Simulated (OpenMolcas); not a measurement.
## Computed levels of Ni³⁺

```
Program             : OpenMolcas
Method              : RASSCF
Basis               : ANO-RCC-VTZP [6s5p3d2f1g]
Scalar Hamiltonian  : DKH2, point nucleus
Active space        : 7 electrons in 9 orbitals (RAS2 3d 4s; RAS3 4p, at most 2 electrons)
State averaging     : 2S+1 = 4 even, 50 roots; 2S+1 = 6 even, 5 roots kept (CI in the orbitals of an earlier block); 2S+1 = 2 even, 83 roots kept (CI in the orbitals of an earlier block); 2S+1 = 4 odd, 5 roots (0 in the spin-orbit step); 2S+1 = 6 odd, 5 roots kept (CI in the orbitals of an earlier block)
Spin-orbit coupling : state interaction with AMFI integrals over the reference wave functions, term energies averaged over their components
```

Spin-free terms above the lowest, with the occupations of the reference:

| Configuration | Term | E (cm-1) | Occupations |
| --- | --- | --- | --- |
| 3d7 | 4F | 0.0 | 3d 7.00 |
| 3d7 | 4P | 22297 | 3d 7.00 |
| 3d7 | 2G | 22675 | 3d 7.00 |
| 3d7 | 2P | 29971 | 3d 7.00 |
| 3d7 | 2H | 30245 | 3d 7.00 |
| 3d7 | 2D(1) | 32548 | 3d 7.00 |
| 3d7 | 2F | 52462 | 3d 7.00 |
| 3d7 | 2D(2) | 82140 | 3d 7.00 |
| 3d6 4s | 6D | 101404 | 3d 6.00 4s 1.00 |
| 3d6 4s | 4D(1) | 112280 | 3d 6.00 4s 1.00 |

With spin-orbit coupling, above the lowest level:

```
Configuration   Term     J  E (cm-1)  Measured (cm-1)  Term weight %    Second
          3d7     4F   9/2       0.0              0.0            100          
          3d7     4F   7/2      1228             1190            100          
          3d7     4F   5/2      2125             2042            100          
          3d7     4F   3/2      2739             2621            100          
          3d7     4P   5/2     23099            18119            100          
          3d7     2G   9/2     23328            19830             98      2 2H
          3d7     4P   3/2     23482            18367             96      4 2P
          3d7     4P   1/2     24078            18958             98          
          3d7     2G   7/2     24512            20948            100          
          3d7     2P   3/2     30610            23649             82  14 2D(1)
          3d7     2H  11/2     31100            26649            100          
          3d7     2P   1/2     31870            24651             98          
          3d7     2H   9/2     32157            27678             98      2 2G
          3d7  2D(1)   5/2     33375            27096            100          
          3d7  2D(1)   3/2     35261            28778             85     14 2P
          3d7     2F   5/2     53411            43438            100          
          3d7     2F   7/2     53933            43859            100          
          3d7  2D(2)   3/2     83082            67360            100          
          3d7  2D(2)   5/2     83679            67990            100          
       3d6 4s     6D   9/2    101800           110411            100          
       3d6 4s     6D   7/2    102529           111196            100          
       3d6 4s     6D   5/2    103070           111763            100          
       3d6 4s     6D   3/2    103446           112152            100          
       3d6 4s     6D   1/2    103668           112379            100          
       3d6 4s  4D(1)   7/2    112753                             100          
       3d6 4s  4D(1)   5/2    113619           121808            100          
       3d6 4s  4D(1)   3/2    114180           122386            100          
       3d6 4s  4D(1)   1/2    114496           122717            100
```

Against the 26 measured excited levels shown (Corliss and Sugar, J. Phys. Chem. Ref. Data 10, 197 (1981)) the mean absolute deviation is 6800 cm-1; the largest miss in energy is 3d7 2D 3/2(2): computed 83082, measured 67360 cm-1 (+23.3 %), and the largest in proportion 3d7 2P 3/2 (+29.4 %).

Spin-orbit coupling puts the lowest level 1249 cm-1 below the lowest spin-free term.

For 4F the intervals divided by the larger J are -245.4, -256.4, -272.9 cm-1. Landé's interval rule makes them equal in pure LS coupling; they differ by 11 % of their mean. The multiplet is inverted.

Some high roots are left out of the spin-orbit mixing, which shifts the levels that they would mix with. Without dynamic correlation excited terms often stand tens of per cent too high (terms of higher spin than the ground term too low), and those without a measured partner can miss by more than the paired ones. Some levels mix across a computed gap that differs much from the measured one, so their mixing is not that of the real levels. Terms from blocks run as CI alone lack orbitals of their own. A single d shell beside an s shell can misplace configurations of different d count against each other. Computed and measured levels are paired by configuration, term and J; levels that our copy of the source lacks, or whose pairing is in doubt (as where it misses far off the trend of its configuration), stay unpaired and out of the deviations. Levels of configurations outside the active space are missing. The first state left out of the spin-orbit step lies near 150000 cm-1 above the lowest spin-free state of the reference (among the parities and spins computed), and the list stops at four fifths of that energy or lower.

The term weight is that of the spin-free term in the level, not the purity of its configuration. A number in round brackets counts repeated terms of one configuration in the order of the reference energies.
